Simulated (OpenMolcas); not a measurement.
W⁴⁺.

| Quantity | Value |
| --- | --- |
| Program | OpenMolcas 26.06 |
| Basis | ANO-RCC-VTZP [8s7p5d3f2g1h] |
| Scalar Hamiltonian | DKH2, point nucleus |
| Active space | 2 electrons in 10 orbitals (5d 6d) |
| State averaging | 2S+1 = 3 even, 10 roots; 2S+1 = 1 even, 15 roots |
| Spin-orbit coupling | RASSI with atomic mean-field integrals over the reference wave functions, term energies averaged over their components |

Two sets of levels on these reference wave functions, in cm⁻¹ above 5d² ³F₂: one from CASSCF and one from SS-CASPT2, IPEA 0.25 Eh, imaginary shift 0.1 Eh (closed shells correlated: 5s 5p).

```tsv
Level	Set 1	Set 2
5d² ³F₂	0.0	0.0
5d² ³F₃	6210	6500
5d² ³F₄	11770	11940
5d² ³P₀	14830	13590
5d² ¹D₂ [54 %]	16010	14000
5d² ³P₁	18180	17190
5d² ¹G₄	24670	23420
5d² ³P₂ [60 %]	25030	23380
5d² ¹S₀	49450	44470
```

**Question.** Which set is which?

**Answer.** Set 2 is SS-CASPT2. Its levels of the other terms of 5d² lie at 0.87 to 0.95 of the other set's values, as expected, since terms of lower spin or lower L gain more correlation energy than the Hund ground term. Against 6 measured levels (the list in J. Phys. B 45, 065001 (2012)) the mean absolute deviation is 870 cm-1 with it and 2500 cm-1 without; single levels miss by up to 1400 cm-1 with it.

Term energies are means over components that CASPT2 splits; among the terms shown or strongly mixed into the levels shown the widest spread is 570 cm-1 (5d² ¹G, SS-CASPT2). Active for correlation alone: 6d; no level in the range computed is led by a configuration that fills it, so any true level of that kind is missing. Without dynamic correlation excited terms often stand tens of per cent too high (terms of higher spin than the ground term too low), and those without a measured partner can miss by more than the paired ones (holds for CASSCF). Measured partners are found by configuration, term and J. A level has none where our copy of the source lacks it or the pairing is in doubt (some pairs that miss far off the trend of their configuration count as doubtful), and it then counts in no deviation. Only configurations of the active space appear.

A share in square brackets marks a mixed level and gives the weight of the term that names it, the lowest over the columns.
